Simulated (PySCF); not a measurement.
Sn, triplet (core potentials on Sn).

PySCF was given this input:
```python
from pyscf import gto, scf, dft

mol = gto.Mole()
mol.atom = '''
    Sn    0.00000000    0.00000000    0.00000000
'''
mol.basis = 'def2-sv(p)'
mol.ecp = {'Sn': 'def2-sv(p)'}
mol.spin = 2
mol.verbose = 4
mol.build()

mf = dft.UKS(mol)
mf.xc = 'b3lyp'
mf.kernel()
```

Task: What is the computed <S^2> (PySCF with B3LYP/def2-SV(P))?

Result: 2.002

Task: What total energy does B3LYP/def2-SV(P) give?

Result: -214.3224 Eh

Task: What number of basis functions does B3LYP/def2-SV(P) give?

Result: 26

These values belong to the state on which the SCF converged, which isn't shown to be the lowest.
